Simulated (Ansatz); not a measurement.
Mulliken charges of FH₅OSi₂ (`O[SiH](F)[SiH3]`) from PBE/def2-TZVPP in Ansatz (PBE0-D4/def2-TZVP geometry).

```
atom   x (Å)   y (Å)   z (Å)  charge (e)
  O1  -0.392  -0.611   1.768      -0.338
 Si2  -0.831  -0.161   0.258       0.577
  F3  -1.776   1.134   0.319      -0.278
 Si4   1.135   0.371  -0.892       0.066
  H5  -1.050  -1.006   2.343       0.190
  H6  -1.665  -1.215  -0.381      -0.105
  H7   0.799   0.861  -2.255      -0.038
  H8   1.982  -0.845  -1.014      -0.040
  H9   1.888   1.426  -0.164      -0.034
```

Task: By hand: the dipole of these point charges (1 e Å = 4.8032 D).

Result: Σ q r = (0.023, -0.288, 0.021) e Å, of length 0.290 e Å = 1.39 D.

Task: How does the dipole of the full density compare? (An estimate is asked.)

Result: Ansatz gave: (-0.059, -0.271, 0.091) e Å, 1.40 D; the point charges give 0.99 times that, at 22° from its direction.

Point charges leave out the atoms' own dipoles, such as those of lone pairs, and Mulliken's split depends on the basis, so the two needn't agree.
